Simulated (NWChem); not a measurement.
The numbers come from NWChem runs, not from measurements. System: C3H2F3, charge 0, spin multiplicity 2, displaced from the optimised geometry. The structure started from a generated list of species. Its SCF solution wasn't tested for a lower state. Level: UPBE0/def2-SVP.

Job file:

```
start mol
memory heap 200 mb stack 900 mb global 1100 mb
geometry units angstroms nocenter noautoz
  C      0.617506    -2.178204     0.000000
  C      0.808758    -0.854570     0.000000
  C     -0.054800     0.386111     0.000000
  F      0.180862     1.158158    -1.103987
  F      0.180862     1.158158     1.103987
  F     -1.392938     0.060906     0.000000
  H      1.470493    -2.901469     0.000000
  H     -0.418350    -2.613556     0.000000
  symmetry group Cs
end
basis spherical
  * library def2-svp
end
dft
  xc pbe0
  odft
  mult 2
  semidirect memsize 60000000 filesize 0
  iterations 100
  grid xcoarse
end
task dft gradient
```

Part of the output:

```
             Northwest Computational Chemistry Package (NWChem) 7.3.0
             --------------------------------------------------------

                                NWChem Input Module
                                -------------------

 Scaling coordinates for geometry "geometry" by  1.889725989
 (inverse scale =  0.529177249)

 Turning off AUTOSYM since
 SYMMETRY directive was detected!

                             Geometry "geometry" -> ""
                             -------------------------

 Output coordinates in angstroms (scale by  1.889725989 to convert to a.u.)

  No.       Tag          Charge          X              Y              Z
 ---- ---------------- ---------- -------------- -------------- --------------
    1 C                    6.0000     0.61750600    -2.17820400     0.00000000
    2 C                    6.0000     0.80875800    -0.85457000     0.00000000
    3 C                    6.0000    -0.05480000     0.38611100     0.00000000
    4 F                    9.0000     0.18086200     1.15815800    -1.10398700
    5 F                    9.0000     0.18086200     1.15815800     1.10398700
    6 F                    9.0000    -1.39293800     0.06090600     0.00000000
    7 H                    1.0000     1.47049300    -2.90146900     0.00000000
    8 H                    1.0000    -0.41835000    -2.61355600     0.00000000

 Effective nuclear repulsion energy (a.u.)     234.5618688648

            Nuclear Dipole moment (a.u.)
            ----------------------------
        X                 Y               Z
 ---------------- ---------------- ----------------
     0.0000018897    -0.0000094486     0.0000000000

      Symmetry information
      --------------------

 Group name             Cs
 Group number              2
 Group order               2
 No. of unique centers     7

      Symmetry unique atoms

     1    2    3    4    6    7    8


 Summary of "ao basis" -> "" (spherical)
 ------------------------------------------------------------------------------
       Tag                 Description            Shells   Functions and Types
[...]
          Spin multiplicity:     2
          Use of symmetry is: on ; symmetry adaption is: on
          Maximum number of iterations: 100
          AO basis - number of functions:    94
                     number of shells:    42
          Convergence on energy requested:  1.00D-06
          Convergence on density requested:  1.00D-05
          Convergence on gradient requested:  5.00D-04

              XC Information
              --------------
                         PBE0 Method XC Functional
                     Hartree-Fock (Exact) Exchange  0.250
          PerdewBurkeErnzerhof Exchange Functional  0.750
            Perdew 1991 LDA Correlation Functional  1.000 local
           PerdewBurkeErnz. Correlation Functional  1.000 non-local

             Grid Information
             ----------------
          Grid used for XC integration:  xcoarse
          Radial quadrature: Mura-Knowles
          Angular quadrature: Lebedev.
          Tag              B.-S. Rad. Rad. Pts. Rad. Cut. Ang. Pts.
          ---              ---------- --------- --------- ---------
          C                   0.70       21           9.0       194
          F                   0.50       21          11.0       194
          H                   0.35       21           9.0       194
          Grid pruning is: on
          Number of quadrature shells:   147
          Spatial weights used:  Erf1

          Convergence Information
          -----------------------
          Convergence aids based upon iterative change in
          total energy or number of iterations.
          Levelshifting, if invoked, occurs when the
          HOMO/LUMO gap drops below (HL_TOL):  1.00D-02
          DIIS, if invoked, will attempt to extrapolate
          using up to (NFOCK): 10 stored Fock matrices.

                    Damping( 0%)  Levelshifting(0.5)       DIIS
                  --------------- ------------------- ---------------
          dE  on:    start            ASAP                start
          dE off:    2 iters        100 iters           100 iters

      Screening Tolerance Information
      -------------------------------
          Density screening/tol_rho:  1.00D-10
          AO Gaussian exp screening on grid/accAOfunc:  14
          CD Gaussian exp screening on grid/accCDfunc:  20
          XC Gaussian exp screening on grid/accXCfunc:  20
          Schwarz screening/accCoul:  1.00D-08

                            NWChem DFT Gradient Module
                            --------------------------

  charge          =   0.00
  wavefunction    = open shell

  Using symmetry

                         DFT ENERGY GRADIENTS

    atom               coordinates                        gradient
                 x          y          z           x          y          z
   1 C       1.166917  -4.116209   0.000000   -0.000967  -0.020446   0.000000
   2 C       1.528331  -1.614903   0.000000    0.014813   0.016582   0.000000
   3 C      -0.103557   0.729644   0.000000    0.005860  -0.006920   0.000000
   4 F       0.341780   2.188601  -2.086233    0.005698   0.017225  -0.025744
   5 F       0.341780   2.188601   2.086233    0.005698   0.017225   0.025744
   6 F      -2.632271   0.115096   0.000000   -0.028916  -0.007763   0.000000
   7 H       2.778829  -5.482981   0.000000    0.009929  -0.009967   0.000000
   8 H      -0.790567  -4.938905   0.000000   -0.012115  -0.005935   0.000000

                 ----------------------------------------
                 |  Time  |  1-e(secs)   |  2-e(secs)   |
                 ----------------------------------------
                 |  CPU   |       0.01   |       1.80   |
                 ----------------------------------------
                 |  WALL  |       0.01   |       1.80   |
                 ----------------------------------------

 Task  times  cpu:        5.1s     wall:        5.1s

 Total times  cpu:        5.1s     wall:        5.1s
```
